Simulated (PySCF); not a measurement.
Molecule: `C[Si](C)(C)[Si](C)(C)Cl`, C₅H₁₅ClSi₂.

Cartesian coordinates in Å; atom numbers follow the order of the lines, from 1:
```xyz
23

C    -1.3645    1.5877   -1.2705
Si   -0.9807    0.1319   -0.1353
C    -1.5332    0.5142    1.6291
C    -1.8348   -1.4246   -0.7687
Si    1.3330   -0.2342   -0.2503
C     1.9241   -1.7507    0.6846
C     2.3714    1.2624    0.2008
Cl    1.6590   -0.6077   -2.3038
H    -0.9763    1.3908   -2.2819
H    -0.9002    2.5163   -0.9028
H    -2.4509    1.7578   -1.3448
H    -1.2914   -0.3127    2.3152
H    -2.6239    0.6710    1.6644
H    -1.0507    1.4272    2.0119
H    -2.9261   -1.2806   -0.8259
H    -1.4667   -1.6766   -1.7753
H    -1.6408   -2.2857   -0.1099
H     2.9959   -1.9293    0.5048
H     1.7745   -1.6096    1.7677
H     1.3688   -2.6483    0.3740
H     3.4399    1.0662    0.0195
H     2.2413    1.5101    1.2669
H     2.0771    2.1388   -0.3959
```

Geometry PBE0-D3(BJ)/def2-SVP throughout; GIAO in PySCF, gas phase, one conformer, non-relativistic; equivalent atoms averaged; functional PBE0.

For orientation, cc-pVDZ gives these shifts δ (against TMS, HCl at the same level): C6/C7 3.2, C1/C3/C4 -2.6, Si5 39.1, Si2 -12.3, Cl8 -25.7, H18/H19/H20/H21/H22/H23 0.40, H9/H10/H11/H12/H13/H14/H15/H16/H17 0.14 ppm.

A run gave: C6/C7 2.7, C1/C3/C4 -2.8, Si5 38.2, Si2 -14.8, Cl8 -25.7, H18/H19/H20/H21/H22/H23 0.41, H9/H10/H11/H12/H13/H14/H15/H16/H17 0.14 ppm (shifts δ (against TMS, HCl at the same level)).

Which basis set was used in that run?
A. 6-311+G(2d,p)
B. 6-31G
C. pcSseg-1
D. def2-SVP

## Answers

D. Cl8 tells them apart best: def2-SVP gives -25.7, pcSseg-1 gives -20.5, 6-31G gives -92.5, 6-311+G(2d,p) gives 4.3 ppm.
